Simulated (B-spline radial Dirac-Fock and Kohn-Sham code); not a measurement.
Run log: Cu⁺

ΔSCF core binding energies without Breit or QED terms, calculated with a radial atomic solver. Keys: rel is the Hamiltonian (dirac, or spin-free x2c and nr, where L3 and M5 stand for the whole 2p and 3d shells), method is hf or an exchange,correlation pair (spin-unpolarised, also for the hole states), nuc the nuclear model, radius_factor scales its radius, rmax is the box in bohr, h the logarithmic mesh step, order the B-spline order, points the quadrature points per cell, c_factor scales the speed of light, and damp, ndamp, maxit and tol steer the iteration. The run stops when the commutator error falls below 10·tol·max(1, Z/10), or the numerical noise floor, and the energy has settled to about 1e-8 Ha; the virial ratio is −V/T.

Input (task.json):

```json
{"items": [{"Z": 29, "q": 1, "cfg": [[1, 0, 2], [2, 0, 2], [2, 1, 6], [3, 0, 2], [3, 1, 6], [3, 2, 10]], "A": 63, "rrms": 3.8823, "do": "settings", "holes": ["K", "L3", "M5"],
  "settings": [{"rel": "dirac", "method": "hf", "nuc": "fermi", "radius_factor": 100000.0, "rmax": 45.0, "h": 0.3, "order": 8, "points": 10, "c_factor": 1.0, "maxit": 79, "damp": 0.5, "ndamp": 3, "tol": 1e-08}]}]}
```

Command: `python xray2_run.py task.json out`

Ground-state iterations:

```
iter   energy (Ha)        error
   1      -36.89378114  1.78e-01
   2      -31.29833675  5.18e-01
   3      -53.06124416  8.81e-02
   4      -53.65856053  3.99e-02
   5      -53.79655225  5.97e-03
   6      -53.79889918  6.65e-03
   7      -53.80422364  6.39e-04
   8      -53.80434387  1.55e-04
   9      -53.80435693  6.51e-05
  10      -53.80435971  9.41e-06
  11      -53.80435975  1.24e-06
  12      -53.80435975  8.85e-08
```

The ground state converged in 12 iterations, with total energy -53.80436 Ha, virial ratio 19.81123 and highest orbital energy -3.91 eV. ΔSCF binding energies: K (1s) 14.20 eV, L3 (2p3/2) 12.54 eV, M5 (3d5/2) 9.72 eV.

Q: One setting is unsound. Which, and why?

A: radius_factor inflates the nucleus far beyond its size, which weakens the binding of the inner electrons. With the default settings (Dirac Hartree-Fock): The ground state converged in 11 iterations, with total energy -1653.21378 Ha, virial ratio 1.98240 and highest orbital energy -21.70 eV. ΔSCF binding energies: K (1s) 9012.2 eV, L3 (2p3/2) 949.5 eV, M5 (3d5/2) 17.21 eV.
